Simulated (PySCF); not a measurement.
Working out the ionisation energy of Br

Br [Ar] 3d10 4s2 4p5 (2P) → Br⁺ [Ar] 3d10 4s2 4p4 (3P). Computed with PySCF 2.14 in x2c-TZVPall, with the spin-free X2C one-electron Hamiltonian (Gaussian nucleus). Frozen: [Ar] 3d10. Energies in hartree (1 hartree = 27.21139 eV):

| part | Br (lower) | Br⁺ (upper) |
| --- | --- | --- |
| UHF | -2604.414876 | -2604.020861 |
| CCSD correlation | -0.153221 | -0.123116 |
| (T) | -0.004489 | -0.003229 |

**Question.** What does Hartree-Fock give?

**Answer.** (-2604.020861) − (-2604.414876) = 0.394015 hartree = 10.722 eV.

**Question.** What do CCSD and CCSD(T) give?

**Answer.** The CCSD correlation energies differ by 0.030105 hartree = 0.819 eV and the triples by 0.001260 hartree = 0.034 eV, so CCSD gives 11.541 eV and CCSD(T) 11.575 eV.

Measured between the centres of the two terms (NIST): 11.844 eV, so CCSD(T) (valence) is off by -0.269 eV.

What remains against the reference includes basis incompleteness, the frozen core and higher excitations.
